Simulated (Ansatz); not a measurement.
Basis-set extrapolation for CH₆ClSi₂, SMILES `C[Si]([SiH3])Cl` radical (PBE0-D4/def2-TZVP geometry, frozen core, Ansatz). Multiplicity 2, UHF reference.

```csv
,def2-TZVPP,def2-QZVPP
HF,-1078.800144,-1078.832693
MP2 correlation,-0.593484,-0.641936
CCSD(T) correlation,-0.683357,not run
```

Energies in hartree. Use E(X) = E(∞) + A·exp(−7.88·√X) for Hartree–Fock and E(X) = E(∞) + B·X^(−2.97) for correlation, with X = 3 and 4, and add CCSD(T) minus MP2 of the smaller set to the MP2 limit.

Task: What is the CCSD(T) energy at the basis-set limit?

Result: HF limit: -1078.832693 + (-0.032549) × 0.13774 = -1078.83718. MP2 limit: -0.641936 + (-0.048452) × 0.74074 = -0.67783. Higher-order term: -0.683357 − (-0.593484) = -0.08987. Total: -1079.60488 hartree, 3.30 eV below CCSD(T)/def2-TZVPP.
